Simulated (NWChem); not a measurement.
Molecule: IrF$_{6}$, quartet; SMILES [F][Ir]([F])([F])([F])([F])[F]

Results from NWChem. Spin-unrestricted. In the optimisation the excess spin sits in ag (Ci, its own frame). All runs use the structure optimised with PBE-D3(BJ)/def2-SVP, spin-unrestricted. Not confirmed as a minimum by frequencies. No stability test was run on the SCF state. def2 effective core potentials on Ir; no spin-orbit coupling. Level SCAN/def2-SVP: energy and gradient on several grids; changes count from the extra-fine grid, which is no exact limit either.

```tsv
grid	size of the energy change (μHa)	largest change of a gradient component (μHa/bohr)	time, medium = 1 (rough)
xcoarse	10000	9000	about 1
coarse	3000	900	about 1
medium	20000	800	about 1
fine	800	100	3
xfine	< 10	< 30	6
```
